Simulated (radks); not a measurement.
Results of a calculation; reference values are marked as such.
The indium ion In10+, configuration [Kr] 4d3.

Code: a radial shooting solver on a logarithmic mesh with Libxc functionals. Model: Dirac Kohn-Sham, BLYP, spin-unpolarised, spherical densities, point nucleus; open shells are shared between the two j in proportion to 2j + 1.

Energy parts (eV):
total: -159251.761
kinetic: 167409.538
electron-nucleus: -378759.839
Hartree: 56278.732
exchange-correlation: -4180.193

Orbitals (lengths in bohr, moments of r in powers of bohr; <r^-3> diverges for s and p1/2; r(max) is where P^2 peaks):
| orbital | occ. | eigenvalue (eV) | <1/r> | <r^-3> | r(max) |
|---|---|---|---|---|---|
| 1s1/2 | 2 | -27941.29 | 51.86 | - | 0.01921 |
| 2s1/2 | 2 | -4353.973 | 12.00 | - | 0.1087 |
| 2p1/2 | 2 | -4074.291 | 11.98 | - | 0.08382 |
| 2p3/2 | 4 | -3863.298 | 11.19 | 4021 | 0.08826 |
| 3s1/2 | 2 | -983.8508 | 4.238 | - | 0.3153 |
| 3p1/2 | 2 | -871.1564 | 4.147 | - | 0.3016 |
| 3p3/2 | 4 | -832.8077 | 3.954 | 744.4 | 0.3117 |
| 3d3/2 | 4 | -633.9337 | 3.801 | 116.5 | 0.2556 |
| 3d5/2 | 6 | -626.0399 | 3.751 | 109.1 | 0.2585 |
| 4s1/2 | 2 | -300.4012 | 1.736 | - | 0.7531 |
| 4p1/2 | 2 | -261.4738 | 1.644 | - | 0.7743 |
| 4p3/2 | 4 | -253.5493 | 1.588 | 154.9 | 0.7954 |
| 4d3/2 | 1.2 | -189.8868 | 1.403 | 20.25 | 0.8450 |
| 4d5/2 | 1.8 | -188.5298 | 1.391 | 18.94 | 0.8516 |

The highest occupied level is 4d5/2 at -188.53 eV. Summed over all electrons, <r^2> = 11.94 bohr^2, which gives a Langevin (diamagnetic) susceptibility term of -9.46 x 10^-6 cm^3/mol.
